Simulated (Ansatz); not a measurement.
Geometry optimisation, Ansatz 0.2.0, UHF/def2-SVP.

Input:

```yaml
crystal:
  periodic: [false, false, false]
  atoms:
    - { symbol: Ge, position_ang: [0.0, 0.0, 0.0] }
    - { symbol: Cl, position_ang: [0.0, 0.0, 2.47] }
    - { symbol: F, position_ang: [1.5842, 0.0, -0.5594] }
    - { symbol: F, position_ang: [-0.7913, 1.3709, -0.5594] }
    - { symbol: F, position_ang: [-0.7913, -1.3709, -0.5594] }
    - { symbol: Si, position_ang: [0.0, 0.0, 4.9] }
    - { symbol: H, position_ang: [-0.7436, -1.1581, 5.3874] }
    - { symbol: H, position_ang: [1.3747, -0.0649, 5.3874] }
    - { symbol: H, position_ang: [-0.6311, 1.223, 5.3874] }
magnetization:
  spin_polarized: true
  initial_magnetization: 1
basis:
  gaussian: { orbitals: def2-SVP }
hamiltonian:
  xc: hf
relax:
  f_tol: 0.15
  max_steps: 25
  restrain:
    - { distance: [1, 5], at: 2.13, k: 30.0 }
    - { distance: [0, 1], at: 3.42, k: 30.0 }
output:
  orbitals: {}
```

Run as:

```bash
$ ansatz run input.yaml --threads 4 --pin off --max-ram 5120MiB --backend cpu --events-out ev --progress --plain --runs-dir out
```

Q: Where does it end, and by what steps?

A: It converged. The restraints hold the end off the free minimum; the threshold counts their pulls, which the force column leaves out. Restrained pairs: Cl2–Si6 (2.43 → 2.12 Å), Ge1–Cl2 (2.47 → 3.43 Å). After 6 steps the energy has fallen by 1.490 eV (the restraints' own energy left out); Cl2 moved furthest, 0.62 Å.

```csv
step,energy less start (eV),largest force component (eV/Å),accepted
0,0.0000,2.313,yes
1,-0.4970,3.013,yes
2,-0.6500,4.019,yes
3,-1.1559,2.294,yes
4,-1.4774,0.414,yes
5,-1.4872,0.655,yes
6,-1.4900,0.622,yes
```

```xyz
9
Properties=species:S:1:pos:R:3
Ge 0.000 0.000 -0.341
Cl 0.000 0.000 3.085
F 1.570 0.000 -1.009
F -0.784 1.359 -1.010
F -0.784 -1.359 -1.010
Si 0.000 0.000 5.201
H -0.758 -1.180 5.646
H 1.401 -0.066 5.646
H -0.643 1.246 5.646
```

The run took 15 s on 4 threads of Arm Neoverse V1 (shared host), peak memory 0.46 GiB.
